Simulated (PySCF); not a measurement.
# Hf⁴⁹⁺: ionisation energy

Hf⁴⁹⁺ [Ar] 3d5 (6S) → Hf⁵⁰⁺ [Ar] 3d4 (5D), as a difference of total energies. Computed with PySCF 2.14 in an uncontracted even-tempered set (17 s from 11 bohr⁻², ratio 2.5; 13 p from 14 bohr⁻², ratio 2.5; 7 d from 14 bohr⁻², ratio 2.5; 4 f from 55 bohr⁻², ratio 2.7; 3 g from 82 bohr⁻², ratio 2.7), with the spin-free X2C one-electron Hamiltonian (Gaussian nucleus). Correlated levels: outer shells: [Ne] frozen; virtual orbitals above 40 to 60 times the deepest correlated orbital energy dropped. The calculations carry no spin-orbit coupling.

| method | ionisation energy (eV) |
| --- | --- |
| UHF | 4421.8 |
| LDA | 4417.6 |
| PBE | 4417.2 |
| PBE0 | 4418.8 |
| r2SCAN | 4419.5 |
| BHandHLYP | 4420.1 |
| M06-2X | 4422.3 |
| MP2 (outer shells) | 4422.0 |
| SCS-MP2 (outer shells) | 4421.4 |

Spin-orbit coupling is strong in these open shells (close to jj coupling). The scalar numbers leave it out and a first-order estimate fails, so it can dominate the gap to the real levels.

Breit and QED terms and the two-electron picture change are absent.

For comparison: 4372 ± 4 eV (theoretical estimate listed by NIST; NIST Atomic Spectra Database, ionization energies).
